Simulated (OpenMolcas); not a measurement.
**Ar2+, Kr2+, Xe2+: ns2 np4 down the group**

- Program: OpenMolcas
- Method: MS-RASPT2, IPEA 0.25 Eh, imaginary shift 0.1 Eh
- Basis: ANO-R2
- Scalar Hamiltonian: X2C, finite nucleus
- Spin-orbit coupling: state interaction with AMFI integrals over the reference wave functions, term energies averaged over their components

Active space for each ion: 6 electrons in 9 orbitals (RAS2 s p; RAS3 d, at most 2 electrons); closed shells correlated by CASPT2: Ar2+ 2s 2p; Kr2+ 3d; Xe2+ 4d.

Computed levels in cm-1 above 3P2:

```tsv
Level	Ar2+	Kr2+	Xe2+
3P1	1000	4040	8500
3P0	1427	4900	7790
1D2	14500	14600	16440
1S0	33790	33070	34660
weight of 3P in the lowest level (%)	100	97	90
```

Measured, with the error of the calculation in %. Measured levels: Ar2+ from Saloman, J. Phys. Chem. Ref. Data 39, 033101 (2010); Kr2+ from Saloman, J. Phys. Chem. Ref. Data 36, 215 (2007); Xe2+ from Saloman, J. Phys. Chem. Ref. Data 33, 765 (2004).

```tsv
Level	Ar2+	Kr2+	Xe2+
3P1	1112 (-10.1)	4548 (-11.2)	9794 (-13.2)
3P0	1570 (-9.1)	5313 (-7.8)	8130 (-4.2)
1D2	14010 (+3.5)	14644 (-0.3)	17099 (-3.9)
1S0	33266 (+1.6)	33080 (0)	36103 (-4.0)
```

The fine-structure level 3P0 changes by a factor of 5.46 from Ar2+ to Xe2+.

Without spin-orbit coupling 1D lies 13950, 11890, 9780 cm-1 above 3P in that order; the difference to the level 1D2, of either sign, comes from spin-orbit coupling, which also lowers the zero.

CASPT2 does not keep the components of a term degenerate, so their means are used; among the terms shown or strongly mixed into the levels shown the widest spread is 220 cm-1 (5s2 5p4 1D, Xe2+). The run also gave levels led by 3s 3p4 3d, which use shells meant for correlation; these and all levels above them are left out (holds for Ar2+). Active for correlation alone: 4d; no level in the range computed is led by a configuration that fills it, so any true level of that kind is missing (holds for Kr2+). The run also gave levels led by 5s 5p4 5d, which use shells meant for correlation; these and all levels above them are left out (holds for Xe2+). Measured partners are found by configuration, term and J. A level has none where our copy of the source lacks it or the pairing is in doubt (some pairs that miss far off the trend of their configuration count as doubtful), and it then counts in no deviation. Levels of configurations outside the active space are missing.
